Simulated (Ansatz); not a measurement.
Z-matrix (Å, degrees):
```
Si
S 1 2.123
N 1 1.723 2 109.3
H 1 1.486 2 113.3 3 116.9
H 1 1.489 2 104.5 3 -125.4
Si 2 2.161 1 97.7 3 -41.9
H 3 1.009 1 118.8 2 163.4
H 3 1.009 1 119.2 2 -56.1
N 6 1.709 2 117.1 1 -41.9
H 6 1.483 2 103.4 1 -161.5
H 6 1.481 2 108.6 1 80.5
H 9 1.008 6 117.5 2 72.7
H 9 1.008 6 120.0 2 -68.1
```

The species carries charge 0 and has multiplicity 1.

**Question.** List the ωB97M-V/def2-TZVPP orbital energies in eV (the Gaussian-basis code of Ansatz). (Best estimate.)

**Answer.** Ansatz gave: Occupied: -2426.07, -1807.56, -1807.45, -394.41, -394.15, -220.11, -163.18, -163.14, -163.07, -148.52, -148.41, -102.67, -102.63, -102.61, -102.55, -102.52, -102.51, -26.84, -26.56, -22.63, -17.85, -17.03, -16.56, -16.36, -14.15, -13.48, -12.78, -12.36, -11.52, -11.20, -10.18, -9.86, -9.34. Lowest empty: 1.54, 2.43, 2.53, 2.78, 3.40, 3.63, 3.80, 3.88.
